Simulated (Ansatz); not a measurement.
Molecule: CdF2, net charge 1, doublet state. The spin state was set by rule; other spins were not relaxed. 
Geometry from a B3LYP-D3(BJ)/def2-TZVP (Ansatz, an electronic-structure program) optimisation:
```
Cd
F 1 1.9832
F 1 1.9832 2 180.00
```
Charge +1, spin multiplicity 2.

Basis-set convergence of Hartree-Fock and CCSD correlation energies (hartree) with Ansatz. Cores are frozen in the correlated levels unless marked. Open shells are spin-unrestricted. No spin-orbit coupling. Frozen are the shells of the preceding noble gas and the d and f shells that filled before the atom's block. In def2 rows, elements after Kr have scalar-relativistic effective core potentials.

```json
[
 {"basis": "def2-SVP", "functions": "59", "E(HF)": "-365.15055", "E(corr, CCSD)": "-0.59512"},
 {"basis": "def2-TZVPP", "functions": "118", "E(HF)": "[?]", "E(corr, CCSD)": "[?]"}
]
```

Question: Complete the blanks.

Answer: 
- def2-TZVPP, E(HF): -365.44529
- def2-TZVPP, E(corr, CCSD): -0.84994
